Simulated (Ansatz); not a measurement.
Cost and result for the atomization energy of C2H9BO2 (14 atoms, 12 bonds).

Z-matrix (Å, degrees):
```
C
B 1 1.571
H 1 1.097 2 108.9
H 1 1.094 2 111.5 3 -116.1
H 1 1.094 2 114.8 3 120.4
C 2 1.565 1 123.0 3 72.6
O 2 1.372 1 120.4 3 -107.7
H 6 1.092 2 113.1 1 -160.9
H 6 1.093 2 112.2 1 -36.9
H 6 1.098 2 108.7 1 79.8
H 7 0.961 2 113.6 1 -0.8
H 7 1.946 2 121.6 1 165.0
O 12 0.967 1 158.4 2 -33.4
H 13 0.959 12 104.8 1 94.8
```

Total charge 0; spin multiplicity 1. The bonds changed during the relaxation, so this is another structure than the one it started from. The structure was optimised at the PBE0-D4/def2-TZVP level. It is one conformer, not always the lowest. Program: Ansatz. All runs use 4 threads of an Arm Neoverse V2 on a shared host. Times are those of one run each, without the atoms' runs, and a repeat can differ threefold. Electronic energies, without spin–orbit coupling; frozen cores. CCSD(T)/CBS adds CCSD(T) − MP2 in def2-TZVPP to the MP2 limit, and its time is that of the two runs behind it. T1 = 0.011.

CCSD(T)/CBS is a level of theory with its own doubt, some kJ/mol a heavy atom from the limit and from the frozen cores, so smaller differences don't rank the functionals.

| level | functions | wall time |
| --- | --- | --- |
| LDA (SPW92)/def2-TZVPP | 281 | 1.1 s |
| BLYP-D4/def2-TZVPP | 281 | 1.9 s |
| PBE-D4/def2-TZVPP (with forces) | 281 | 2.3 s |
| PBE0-D4/def2-TZVPP | 281 | 2.6 s |
| CAM-B3LYP-D4/def2-TZVPP | 281 | 3 s |
| r2SCANh-D4/def2-TZVPP | 281 | 4.5 s |
| PBE-QIDH/def2-TZVPP | 281 | 5 s |
| CCSD(T)/def2-SVP | 115 | 8 s |
| B97M-V/def2-TZVPP | 281 | 9 s |
| ωB97M-V/def2-TZVPP (with forces) | 281 | 10 s |
| MP2/def2-QZVPP | 555 | 25 s |
| CCSD(T)/def2-TZVPP | 281 | 4.2 min |
| CCSD(T)/CBS(def2) | – | 4.6 min |

**Question.** What atomization energy does each give, and how far from CCSD(T)/CBS? (Estimate.)

**Answer.** Computed: 
| level | atomization (kJ/mol) | difference from CCSD(T)/CBS | per bond |
| --- | --- | --- | --- |
| LDA (SPW92)/def2-TZVPP | 6106.7 | 725.0 | 60.4 |
| BLYP-D4/def2-TZVPP | 5368.0 | -13.7 | -1.1 |
| PBE-D4/def2-TZVPP (with forces) | 5458.7 | 77.0 | 6.4 |
| PBE0-D4/def2-TZVPP | 5370.8 | -10.9 | -0.9 |
| CAM-B3LYP-D4/def2-TZVPP | 5407.9 | 26.2 | 2.2 |
| r2SCANh-D4/def2-TZVPP | 5358.8 | -22.9 | -1.9 |
| PBE-QIDH/def2-TZVPP | 5336.3 | -45.4 | -3.8 |
| CCSD(T)/def2-SVP | 5125.2 | -256.5 | -21.4 |
| B97M-V/def2-TZVPP | 5382.3 | 0.6 | 0.0 |
| ωB97M-V/def2-TZVPP (with forces) | 5393.4 | 11.7 | 1.0 |
| MP2/def2-QZVPP | 5404.9 | 23.2 | 1.9 |
| CCSD(T)/def2-TZVPP | 5258.2 | -123.5 | -10.3 |
| CCSD(T)/CBS(def2) | 5381.7 | 0.0 | 0.0 |

From r2SCAN to r2SCAN0 (25 % exact exchange), in def2-TZVPP and without D4, the atomization energy moves by −73.2 kJ/mol: exact exchange takes away binding that semilocal exchange gives to molecules. In def2-TZVPP, CCSD(T) changes the Hartree–Fock value by +1250.8 kJ/mol (the triples alone add +62.9 kJ/mol) and MP2 by +1324.9 kJ/mol; breaking electron pairs costs correlation energy, which Hartree–Fock lacks. The D4 term adds +29.9 kJ/mol with B3LYP and +16.1 kJ/mol with PBE0; it sums over pairs of atoms, weighted by their polarisabilities, and B3LYP, whose exchange is more repulsive, gets the larger term.

B3LYP here is the variant with VWN-RPA as its local correlation; programs differ in this.
